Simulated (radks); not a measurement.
Charge is removed step by step from the 3d up level of the vanadium ion V2+, starting from [Ar] 3d(up 3, down 0). All-electron calculation, scalar-relativistic Kohn-Sham, PBE, spin-polarised, spherical densities, point nucleus. Program: a radial shooting solver on a logarithmic mesh with Libxc functionals.

removed (e)  E - E(0) (eV)  eigenvalue (eV)  E minus straight line (eV)
0                    0.000          -22.343                       0.000
0.125                2.904          -24.135                      -0.831
0.25                 6.036          -25.971                      -1.436
0.375                9.399          -27.852                      -1.808
0.5                 13.000          -29.775                      -1.942
0.625               16.845          -31.739                      -1.833
0.75                20.937          -33.743                      -1.477
0.875               25.282          -35.785                      -0.867
1                   29.885          -37.865                       0.000

Removing the whole electron costs 29.885 eV by Delta-SCF, against 22.343 eV from minus the eigenvalue at the starting occupation. Slater's transition state (half an electron removed) gives 29.775 eV. Integrating minus the eigenvalue over the occupation (Janak's theorem) gives 29.884 eV. In this scalar-relativistic scheme the density is built from large components alone, so the theorem holds only approximately. The mean slope of the eigenvalue, de/dn, is 15.5 eV per electron. Ionisation energy of V2+ in the NIST Atomic Spectra Database: 29.311 eV (measured).
